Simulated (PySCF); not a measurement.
Te(Cl)(Me) (CH3ClTe), SMILES C[Te]Cl.

Coordinates come from a PBE-D3(BJ)/def2-SVP optimisation. The def2 effective core potentials stand for the cores of Te; spin–orbit coupling is left out.

Calculation: PySCF with ωB97X/def2-TZVPD.

Isolated molecule, no solvent.

```json
{
 "total_energy": "-768.21049 hartree",
 "point_group": "Cs",
 "highest_occupied_level": "-8.50 eV",
 "lowest_empty_level": "-0.51 eV",
 "orbital_gap": "8.00 eV",
 "dipole_moment": "0.583 e·Å",
 "quadrupole, principal values (traceless, Buckingham form, about the centre of nuclear charge)": "-3.67, -0.83, 4.51 D·Å",
 "mean_static_polarisability": "70.7 bohr³ (10.48 Å³)",
 "polarisability_principal_values": "58.0, 70.4, 83.7 bohr³"
}
```
